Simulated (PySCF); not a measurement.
(E)-2-fluorobut-2-ene (C4H7F), SMILES C/C=C(\C)F.

The structure is a stationary point at ωB97X-D3(BJ)/def2-SVP.

Calculation: B3LYP/def2-TZVP run with PySCF.

Symmetry labels are those of the subgroup Cs that the program uses (full group Cs).

Computed valence orbital energies around the gap with their symmetry:
```csv
orbital,symmetry,energy (eV)
HOMO−7,A",-12.83
HOMO−6,A",-11.32
HOMO−5,A',-11.14
HOMO−4,A",-11.09
HOMO−3,A',-10.93
HOMO−2,A',-10.36
HOMO−1,A',-9.71
HOMO,A",-6.64
LUMO,A",0.48
LUMO+1,A',0.93
LUMO+2,A',1.66
LUMO+3,A',2.07
```
